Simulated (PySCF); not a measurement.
Spinor energies of Tc²⁸⁺ (technetium, charge +28)

Start: [Ne] 3s2 3p3; 3p1/2 filled at m_j = -1/2, +1/2; 3p3/2 filled at m_j = +3/2. Calculated with PySCF 2.14 in an uncontracted even-tempered set (19 s from 4.3 bohr⁻², ratio 2.4; 13 p from 5.6 bohr⁻², ratio 2.4; 5 d from 22 bohr⁻², ratio 2.6; 4 f from 32 bohr⁻², ratio 2.6): generalised Hartree-Fock with the X2C-1e Hamiltonian and a Gaussian nucleus; one run each with spin-orbit coupling (SO) switched off, then screened by Boettger's factors.

| spinor shell | electrons | ε, spin-free (eV) | ε, screened SO (eV) | weight of nominal j (screened SO) | rms radius, screened SO (bohr) |
| --- | --- | --- | --- | --- | --- |
| 1s1/2 | 2 | -22553.9 | -22551.4 | 1.000 | 0.0394 |
| 2s1/2 | 2 | -4434.1 | -4432.9 | 1.000 | 0.159 |
| 2p1/2 | 2 | -4110.6 | -4196.7 | 0.999 | 0.138 |
| 2p3/2 | 4 | -4110.6 | -4068.9 | 1.000 | 0.143 |
| 3s1/2 | 2 | -1651.8 | -1651.3 | 1.000 | 0.392 |
| 3p1/2 | 2 | -1561.9 | -1571.6 | 0.960 | 0.379 |
| 3p3/2 | 1 | -1561.9 | -1547.9 | 1.000 | 0.386 |

```
   quantity    spin-free  screened SO
E (hartree)  -3724.44189  -3725.52661
        M_J          3/2          3/2
       ⟨J²⟩        3.750        3.756
       ⟨L²⟩        0.000        1.563
       ⟨S²⟩        3.750        2.120
```

Each row is a mean over spinors that exchange with the open shell spreads, by up to 25.572 eV (3s1/2).

Breit and QED terms are absent; they matter most for the inner s and p1/2 levels.

Densities and radii are taken from the X2C orbitals without a picture-change correction, which distorts them close to the nucleus.

Without spin-orbit coupling the j labels of p, d and f shells carry no meaning; the spin-free column gives the mean over the occupied spinors of each nl shell.
